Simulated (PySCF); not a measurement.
**P+ (phosphorus, charge +1) across methods**

[Ne] 3s2 3p2, high-spin 3P determinant. All numbers are calculated (PySCF 2.14, the spin-free X2C one-electron Hamiltonian (Gaussian nucleus), in ANO-RCC-VTZP (5s4p2d1f, 34 functions)).

| method | E (hartree) | mean ε 3s α (eV) | mean ε 3s β (eV) | mean ε 3p α (eV) | Σ⟨r²⟩ (bohr²) | ⟨S²⟩ |
| --- | --- | --- | --- | --- | --- | --- |
| r2SCAN | -341.6754 | -24.642 | -22.041 | -15.412 | 20.59 | 2.008 |
| PBE | -341.5489 | -24.003 | -21.946 | -14.977 | 20.61 | 2.004 |
| MN15 | -341.7034 | -25.994 | -23.606 | -16.736 | 20.53 | 2.003 |
| LDA | -340.4173 | -24.013 | -22.127 | -14.901 | 20.65 | 2.002 |
| M06-2X | -341.6992 | -27.293 | -24.480 | -17.194 | 20.58 | 2.003 |
| BHandHLYP | -341.7203 | -27.659 | -24.401 | -17.384 | 20.61 | 2.006 |
| PBE0 | -341.5777 | -25.958 | -23.180 | -16.326 | 20.58 | 2.005 |
| wB97X-V | -341.6529 | -28.639 | -25.830 | -18.609 | 20.65 | 2.004 |

(1) Estimate the same row for UHF.

## Answers

(1) E (hartree) = -341.16963; mean ε 3s α (eV) = -31.058; mean ε 3s β (eV) = -25.527; mean ε 3p α (eV) = -19.722; Σ⟨r²⟩ (bohr²) = 20.82; ⟨S²⟩ = 2.013.
